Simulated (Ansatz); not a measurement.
The same molecule with X = Mg, Zn, Cd. Ansatz, PBE0-D4/def2-TZVP geometries, multiplicity 1. Each molecule was computed in one conformer, which needn't be the lowest.

Elements past krypton have def2 core potentials. Scalar relativity is left out up to krypton.

```json
{"X": "Mg", "molecule": "`[SiH3][O][Mg][O][SiH3]`", "mean X–O bond length / Å": "1.783", "LUMO energy (ωB97M-V/def2-TZVPP) / eV": "-0.38", "LUMO energy (PBE/def2-TZVPP) / eV": "-2.41", "HOMO energy (PBE/def2-TZVPP) / eV": "-6.80"}
{"X": "Zn", "molecule": "`[SiH3][O][Zn][O][SiH3]`", "mean X–O bond length / Å": "1.750", "LUMO energy (ωB97M-V/def2-TZVPP) / eV": "0.13", "LUMO energy (PBE/def2-TZVPP) / eV": "-2.47", "HOMO energy (PBE/def2-TZVPP) / eV": "-6.93"}
```

(1) Give the row for X = Cd, `[SiH3][O][Cd][O][SiH3]`. (Estimate.)

Results:

(1) Ansatz gave: 
| X | molecule | mean X–O bond length / Å | LUMO energy (ωB97M-V/def2-TZVPP) / eV | LUMO energy (PBE/def2-TZVPP) / eV | HOMO energy (PBE/def2-TZVPP) / eV |
| --- | --- | --- | --- | --- | --- |
| Cd | `[SiH3][O][Cd][O][SiH3]` | 1.946 | -0.27 | -2.95 | -6.79 |

From Mg to Cd the mean X–O bond length isn't monotonic: highest at Cd, lowest at Zn; the LUMO energy (ωB97M-V/def2-TZVPP) isn't monotonic: highest at Zn, lowest at Mg; the LUMO energy (PBE/def2-TZVPP) falls at each step, by 0.54 eV in all; the HOMO energy (PBE/def2-TZVPP) isn't monotonic: highest at Cd, lowest at Zn. Bonds lengthen as the atom grows down the group.
